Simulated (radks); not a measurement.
Question: These are the eigenvalues of the occupied orbitals of an atom or ion with whole-number occupations (Ry). Method: scalar-relativistic Kohn-Sham, exchange-only LDA, spin-polarised, spherical densities, point nucleus; computed with a radial shooting solver on a logarithmic mesh with Libxc functionals.

orbital  eigenvalue
1s up     -5810.555
1s down   -5810.531
2s up     -1192.816
2s down   -1192.122
2p up     -1065.344
2p down   -1064.771
3s up     -427.5442
3s down   -426.7746
3p up     -390.0059
3p down   -389.2385
3d up     -351.7155
3d down   -350.7823

Which element is it, and in what charge state? The configuration may be excited. Open shells, if any, are filled with parallel spins first.

Answer: Z = 77, iridium, charge +51: Ir51+ in [Ar] 3d8. The list shows which subshells hold electrons but not how many an open one holds; the 1s level, -2905.3 hartree, gives Z - s = 76.2 by -(Z - s)^2/2, which with screening and relativity narrows Z to a few neighbours, and the depths of the outer levels then fix element, charge and occupations together.
